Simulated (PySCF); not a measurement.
A structure optimised at PBE-D3(BJ)/def2-TZVP, used in a PySCF frequency run:

```xyz
7

C     -0.7950     0.0192     0.0000
O      0.7213    -0.0947     0.0000
H     -1.1090    -0.5081     0.9046
H     -1.1090    -0.5081    -0.9046
H     -1.0645     1.0799     0.0000
H      1.1409     0.2894     0.8044
H      1.1409     0.2894    -0.8044
```
Charge +1, spin multiplicity 1.

Write its SMILES, formula and point group.

C[OH2+], CH5O, Cs

What are its rotational constants (standard atomic weights)?

102.38, 20.942, 20.130 GHz
